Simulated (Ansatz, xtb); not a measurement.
**AlBClO: which of two structures lies lower**

Structure I: a doublet given by its coordinates. Structure II: `[Al][O][B]Cl`, a doublet. Both are isolated molecules in the gas phase, relaxed with B3LYP-D3(BJ)/def2-SVP; the shapes shown needn't be the lowest conformers.

I (Å):

```yaml
atoms:
  - { symbol: Al, position_ang: [0.1491, 0.6934, -1.9474] }
  - { symbol: B, position_ang: [-0.5300, -0.8028, -0.3279] }
  - { symbol: Cl, position_ang: [-0.9332, -2.1160, 0.7511] }
  - { symbol: O, position_ang: [-0.7344, 0.4836, -0.3160] }
```

Close contacts (Å): Al1–B2 2.31, Al1–O4 1.87, B2–Cl3 1.75, B2–O4 1.30.

II (Å):

```xyz
4

Al   -0.1076    3.8079   -3.9753
B     0.4484    1.4368   -2.1060
Cl   -0.7815    0.2953   -1.5247
O     0.2085    2.4530   -2.9077
```

Quicker runs give these differences E(II) − E(I): GFN2-xTB −13.55 kcal/mol; HF/STO-3G −14.97 kcal/mol (at GFN2-xTB geometries); r2SCAN-D4/def2-SVP −0.95 kcal/mol (at GFN2-xTB geometries).

Task: Estimate E(II) − E(I) at the level CCSD(T)/def2-SVP + ΔMP2/def2-TZVPP.

Result: Not settled: CCSD(T)/def2-SVP + ΔMP2/def2-TZVPP gives E(II) − E(I) = −1.67 kcal/mol, but this leans on the basis-set step: CCSD(T) alone gives −0.98 kcal/mol.

Level by level:

| level | geometry | E(II) − E(I) (kcal/mol) | departure from the last row (kcal/mol) | job, with rough time for the two |
| --- | --- | --- | --- | --- |
| GFN2-xTB | GFN2-xTB | −13.55 | −11.88 | optimisation, 0.62 s |
| HF/STO-3G | GFN2-xTB | −14.97 | −13.30 | single point, 3.7 s |
| r2SCAN-D4/def2-SVP | GFN2-xTB | −0.95 | +0.72 | single point, 14 s |
| B3LYP-D3(BJ)/def2-SVP | B3LYP-D3(BJ)/def2-SVP | −2.79 | −1.12 | optimisation, 2.3 min |
| HF/def2-SVP | B3LYP-D3(BJ)/def2-SVP | −10.10 | −8.43 | part of the CCSD(T) run |
| MP2/def2-SVP | B3LYP-D3(BJ)/def2-SVP | −1.95 | −0.28 | part of the CCSD(T) run |
| CCSD(T)/def2-SVP | B3LYP-D3(BJ)/def2-SVP | −0.98 | +0.69 | single point |
| CCSD(T)/def2-SVP + ΔMP2/def2-TZVPP | B3LYP-D3(BJ)/def2-SVP | −1.67 |  | single point, 63 s |

The largest departure from CCSD(T)/def2-SVP + ΔMP2/def2-TZVPP is that of HF/STO-3G, 13.30 kcal/mol. The last row adds to CCSD(T) the change of the MP2 difference between the two basis sets, here −0.69 kcal/mol.

With harmonic frequencies from B3LYP-D3(BJ)/def2-SVP (ideal gas, rigid rotor, one conformer each, 298.15 K, 1 atm): on the last row, ΔE + ΔZPE = −1.76, ΔH = −1.69, ΔG = −2.00 kcal/mol.

Open shells are spin-unrestricted. The correlated steps freeze 12 core orbitals. Codes used: Ansatz 0.2.0, xtb 6.7.1; the last row on 1 thread of Intel(R) Xeon(R) Processor @ 2.50GHz (Skylake/Cascade Lake) on a shared host.
